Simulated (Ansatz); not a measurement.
## Two structures, one formula

The two ends of one reaction step of SnH5SBr, closed shell (PBE0-D4/def2-TZVP).

A:

| atom | x (Å) | y (Å) | z (Å) |
| --- | --- | --- | --- |
| Sn1 | -0.7495 | -0.9901 | 0.0601 |
| S2 | 1.3245 | -0.0761 | 0.9280 |
| H3 | -0.2826 | -1.7842 | -1.3654 |
| H4 | -1.3692 | -2.0728 | 1.2195 |
| H5 | -1.8153 | 0.3040 | -0.2171 |
| H6 | 1.2265 | 1.5109 | -0.6870 |
| Br7 | 0.9506 | 2.4190 | -1.7873 |
| H8 | 0.7151 | 0.6893 | 1.8491 |

B:

Sn1  (-1.226, -0.479, -0.635)
S2  (2.200, -0.103, 1.144)
H3  (-0.082, -1.593, -1.208)
H4  (-1.417, -0.486, 1.051)
H5  (-2.719, -0.617, -1.445)
H6  (1.988, 0.855, 0.227)
Br7  (-0.386, 1.789, -1.250)
H8  (1.642, 0.634, 2.116)
(Å)

Program: Ansatz 0.2.0. Basis: def2-TZVPP. Cores are frozen in the correlated methods. Filled d shells of the heavier atoms are correlated. Core potentials replace the inner electrons of the atoms past krypton. The def2 sets are not built for correlating such inner shells, so the correlated values are less sure here. B3LYP uses VWN-RPA correlation.

(1) Which structure is lower at CCSD(T), and by how much? (An estimate is asked for; the value comes from the calculation.)

T1 diagnostic: at most 0.011.

## Answers

(1) The calculation gives: B, by 39.6 kJ/mol (electronic energy, against the other). By their contacts, A is a complex of SnH₄S ([SH][SnH3]) + HBr and B is a complex of SnH₃Br ([Br][SnH3]) + H₂S.

All methods give the same order:

```tsv
method	E(B) − E(A) (kJ/mol)
SPW92	-22.2
PBE-D4	-30.4
BLYP-D4	-34.1
r2SCAN-D4	-36.8
B97M-V	-41.9
PBE0-D4	-36.6
B3LYP-D4	-39.3
r2SCAN0-D4	-40.8
BHLYP-D4	-47.6
CAM-B3LYP-D4	-42.0
wB97X-V	-44.8
wB97M-V	-44.5
B2PLYP	-40.4
PBE-QIDH	-39.9
RPA on PBE	-40.3
HF	-63.5
MP2	-37.1
CCSD	-43.4
CCSD(T)	-39.6
```

Labels in which every atom is bracketed show which atoms are joined, not bond orders.

For scale, one of the runs: CCSD(T)/def2-TZVPP, 210 basis functions, launched by `ansatz run in.yaml --threads 4 --pin off --events-out ev --progress --plain --max-ram 9574MiB`. Hardware: 4 CPU threads of an Arm Neoverse V1, shared host. Wall time 2.3 min; peak host memory 3.1 GiB.
